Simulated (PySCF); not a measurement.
## Mass spectrum arithmetic for [W(NMe)(SH)4]-

Species: `C[N]=[W-]([SH])([SH])([SH])[SH]` ([W(NMe)(SH)4]-) [radical].

Calculated from isotope tables alone.

**Question.** Find the molar and monoisotopic masses of [CH7NS4W]-.

**Answer.** For [CH7NS4W]-, with standard atomic weights, 1 × 183.840 + 1 × 14.007 + 1 × 12.011 + 7 × 1.008 + 4 × 32.060 = 345.154 g/mol. From the most abundant isotopes (184W, 14N, 12C, 1H, 32S), 1 × 183.950931 + 1 × 14.003074 + 1 × 12.000000 + 7 × 1.007825 + 4 × 31.972071 = 344.8971 u for neutral atoms; the ion's mass is 344.8976 u once 1 electron mass (0.000549 u) is added.

**Question.** Work out the cluster of the ion itself, one line a nominal mass.

**Answer.** 
```
nominal mass  m/z (centroid)  relative intensity
         341        340.8934                 0.3
         343        342.8949                73.4
         344        343.8968                43.1
         345        344.8967               100.0
         346        345.8944                11.7
         347        346.8996                95.3
         348        347.8989                 4.9
         349        348.8963                15.5
         350        349.8964                 0.6
         351        350.8926                 1.1
```

Lines under 0.1 % of the tallest are left out. Abundances used (%; other tables differ somewhat): 180W 0.12, 182W 26.5, 183W 14.31, 184W 30.64, 186W 28.43; 14N 99.632, 15N 0.368; 12C 98.93, 13C 1.07; 1H 99.9885, 2H 0.0115; 32S 94.93, 33S 0.76, 34S 4.29, 36S 0.02.

**Question.** Give the mass fraction of each element.

**Answer.** W 53.26 %, N 4.06 %, C 3.48 %, H 2.04 %, S 37.15 %.

**Question.** What resolving power m/Δm just matches the spacing of the species with one 34S and with one 186W?

**Answer.** They lie 0.00764 u apart at mass 346.89, so m/Δm is about 45000.

**Question.** Count the protons, neutrons and electrons of the monoisotopic species, and give its exact less its nominal mass.

**Answer.** 158 protons, 187 neutrons and 159 electrons; 344.8971 − 345 = -0.1029 u, electron masses as for neutral atoms.

**Question.** List the species in which a single atom is changed from its most abundant isotope.

**Answer.** Intensity in % of the monoisotopic species:

```csv
isotope,mass shift (u),m/z,intensity (%)
180W,-4.00423,340.8934,0.39
182W,-2.00273,342.8949,86.49
183W,-1.00071,343.8969,46.70
15N,+0.99703,345.8946,0.37
33S,+0.99939,345.8970,3.20
13C,+1.00335,345.9010,1.08
2H,+1.00628,345.9039,0.08
34S,+1.99580,346.8934,18.08
186W,+2.00343,346.9010,92.79
36S,+3.99501,348.8926,0.08
```

Species under 0.02 % are left out.

**Question.** What share of all these ions is the monoisotopic species?

**Answer.** 0.3064 × 0.99632 × 0.9893 × 0.999885^7 × 0.9493^4 = 24.51 %.
